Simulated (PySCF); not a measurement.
Ga (gallium, neutral): UHF calculation

Configuration: [Ar] 3d10 4s2 4p1, 2P determinant. Computed with PySCF 2.14 in cc-pVTZ-PP with ECP10MDF, with scalar relativity through the core potential.

```
Total energy                                                  : -258.302026 hartree
One-electron energy                                           : -463.2356 hartree
Hartree (Coulomb) energy                                      : 226.6820 hartree
Exchange energy                                               : -21.7484 hartree
⟨S²⟩                                                          : 0.7623
⟨L²⟩                                                          : 2.037
Sum of ⟨r⟩                                                    : 21.63 bohr
Sum of ⟨r²⟩                                                   : 39.86 bohr²
Traceless quadrupole moment −½Σ⟨3z² − r²⟩ along its main axis : -5.61 e·bohr²
Time after the integrals                                      : 0.21 s of wall time on 1 thread of Neoverse-N1 (shared host)
```

| shell | electrons | mean orbital energy (eV) | spread (eV) | rms radius, mean of both spins (bohr) |
| --- | --- | --- | --- | --- |
| 3s α | 1 | -179.39 | 0 | 0.701 |
| 3s β | 1 | -179.37 | 0 | 0.701 |
| 3p α | 3 | -124.46 | 0.045 | 0.739 |
| 3p β | 3 | -124.42 | 0.292 | 0.739 |
| 3d α | 5 | -31.745 | 0.205 | 0.893 |
| 3d β | 5 | -31.722 | 0.302 | 0.893 |
| 4s α | 1 | -12.658 | 0 | 2.65 |
| 4s β | 1 | -10.991 | 0 | 2.65 |
| 4p α | 1 | -5.819 | 0 | 3.69 |

Energies and moments cover only the electrons outside the core potential.
